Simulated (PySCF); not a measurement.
A calculated (PBE, PySCF 2.14, 6-31G*, the non-relativistic Hamiltonian (point nucleus)) atom or ion has these occupied shells.

```json
{"shell": "1s α", "electrons": "1", "orbital energy (eV)": "-7514.7", "rms radius, mean of both spins (bohr)": "0.0659"}
{"shell": "1s β", "electrons": "1", "orbital energy (eV)": "-7514.6", "rms radius, mean of both spins (bohr)": "0.0659"}
{"shell": "2s α", "electrons": "1", "orbital energy (eV)": "-881.61", "rms radius, mean of both spins (bohr)": "0.280"}
{"shell": "2s β", "electrons": "1", "orbital energy (eV)": "-880.67", "rms radius, mean of both spins (bohr)": "0.280"}
{"shell": "2p α", "electrons": "3", "orbital energy (eV)": "-765.34", "rms radius, mean of both spins (bohr)": "0.250"}
{"shell": "2p β", "electrons": "3", "orbital energy (eV)": "-764.65", "rms radius, mean of both spins (bohr)": "0.250"}
{"shell": "3s α", "electrons": "1", "orbital energy (eV)": "-99.489", "rms radius, mean of both spins (bohr)": "0.846"}
{"shell": "3s β", "electrons": "1", "orbital energy (eV)": "-97.278", "rms radius, mean of both spins (bohr)": "0.846"}
{"shell": "3p α", "electrons": "3", "orbital energy (eV)": "-64.930", "rms radius, mean of both spins (bohr)": "0.904"}
{"shell": "3p β", "electrons": "3", "orbital energy (eV)": "-62.752", "rms radius, mean of both spins (bohr)": "0.904"}
{"shell": "3d α", "electrons": "5", "orbital energy (eV)": "-8.675", "rms radius, mean of both spins (bohr)": "1.18"}
{"shell": "3d β", "electrons": "3", "orbital energy (eV)": "-7.185", "rms radius, mean of both spins (bohr)": "1.18"}
```

Name the element and its charge.

Co⁺ (cobalt, charge +1), in [Ar] 3d8, high-spin 3F determinant.
